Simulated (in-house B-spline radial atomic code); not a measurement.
Results of a calculation; reference values are marked as such.
## Two electrons in InAs: a parabolic dot with ħω = 18.3 meV in all three directions

For InAs the NSM archive of the Ioffe Institute lists m* = 0.023 m0 and ε = 15.15. In so narrow a gap the band flattens within tens of meV, so real spacings are smaller, by up to some tenths.

Effective-mass model with parabolic bands, a uniform dielectric constant, no image charges, no central-cell or spin-orbit terms. Two-electron levels come from full CI in B-splines with partial waves to l = 5 (up to 0.001 effective hartree above the limit).

Task: What are the effective units, and what is the potential in them?

Result: Ha* = 27211.386 meV × 0.023/15.15² = 2.727 meV and a* = 0.0529177 nm × 15.15/0.023 = 34.86 nm. The frequency is ω = 6.7 Ha*. The one-electron levels are 3ω/2 = 10.0500 and 5ω/2 = 16.7500 Ha*.

In these units the lowest s and p orbitals lie at 10.0500 and 16.7500, and their Coulomb and exchange integrals are J_ss = 2.0653, J_sp = 1.7211 and K_sp = 0.3442. (For a parabolic well J_ss = √(2ω/π).) Full CI gives 22.0919 for the ground singlet, 28.1594 for the sp triplet, 28.7924 for the sp singlet and 34.8595 for the lowest triplet of two s orbitals.

Task: What does it cost to add the second electron, to first order and exactly?

Result: To first order E = 2ε_s + J_ss = 22.1653, so the charging energy E(2) − 2E(1) is J_ss = 5.632 meV. CI gives 22.0919 − 2 × (10.0500) = 1.9919, or 5.432 meV: relaxation and correlation lower it by 0.2 meV, 3.6 % of J_ss. The s² configuration of one-electron orbitals holds 99.6 % of the state, and the mean radius is 15.6 nm.

Task: How far above the singlet do the triplets lie?

Result: To first order the sp triplet lies at ε_s + ε_p + J_sp − K_sp = 28.1768, which is 16.39 meV above 2ε_s + J_ss. CI gives 28.1594 − (22.0919) = 6.0675, or 16.54 meV, 91 % of the orbital spacing of 18.27 meV. The ss triplet lies 34.81 meV up, so the lower of the two is the sp one, and its gap equals k_BT at 192 K. The sp singlet-triplet splitting is 1.726 meV, against 2K_sp = 1.877 meV. The sp singlet lies ħω above the ground state (6.7004 against 6.7), as Kohn's theorem demands for a parabolic well.
